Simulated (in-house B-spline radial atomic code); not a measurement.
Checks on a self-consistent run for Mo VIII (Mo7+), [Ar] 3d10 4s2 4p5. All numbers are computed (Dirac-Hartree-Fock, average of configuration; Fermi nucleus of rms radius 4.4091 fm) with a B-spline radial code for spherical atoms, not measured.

| orbital | q | ε (Eh) | <1/r> | <r²> | small-component weight |
| --- | --- | --- | --- | --- | --- |
| 1s1/2 | 2 | -743.53638 | 43.5517 | 0.00166792 | 0.023472 |
| 2s1/2 | 2 | -111.29154 | 9.94024 | 0.0276743 | 0.0048385 |
| 2p1/2 | 2 | -102.36023 | 9.87978 | 0.0210101 | 0.0048107 |
| 2p3/2 | 4 | -98.41927 | 9.41267 | 0.0223612 | 0.0046555 |
| 3s1/2 | 2 | -23.46063 | 3.41616 | 0.206948 | 0.0013013 |
| 3p1/2 | 2 | -20.00444 | 3.30392 | 0.20616 | 0.0012391 |
| 3p3/2 | 4 | -19.32872 | 3.19483 | 0.215804 | 0.0012 |
| 3d3/2 | 4 | -13.26008 | 2.99572 | 0.201807 | 0.0010771 |
| 3d5/2 | 6 | -13.13355 | 2.96705 | 0.204957 | 0.0010652 |
| 4s1/2 | 2 | -6.54723 | 1.28421 | 1.24845 | 0.00031006 |
| 4p1/2 | 1.6667 | -5.41534 | 1.19536 | 1.4183 | 0.0002788 |
| 4p3/2 | 3.3333 | -5.30143 | 1.16821 | 1.46967 | 0.00027146 |

Electron-electron repulsion V_ee = 1391.1528 hartree.

Task: What total energy follows from the eigenvalues?

Result: The eigenvalues count the repulsion twice, so E = Σqε - V_ee = -2643.932 - 1391.153 = -4035.084 hartree; the run printed -4035.084.

Task: Does the Dirac virial theorem hold?

Result: For a point nucleus E = -2c²Σq·w, with w the small-component weight. Here Σq·w = 0.10743 and c = 137.0360, so the ratio E/(-2c²Σq·w) is 1.000027; the finite nucleus accounts for the departure from 1.

Task: What diamagnetic shielding (Lamb formula) and susceptibility (Langevin formula) do the radii give?

Result: σ = (α²/3)Σq<1/r> = 228.854/(3·137.036²) = 4062.3 ppm, and χ = -0.79199×10⁻⁶·Σq<r²> = -10.83×10⁻⁶ cm³/mol with Σq<r²> = 13.676 bohr². Both are non-relativistic formulas without the paramagnetism of open shells.
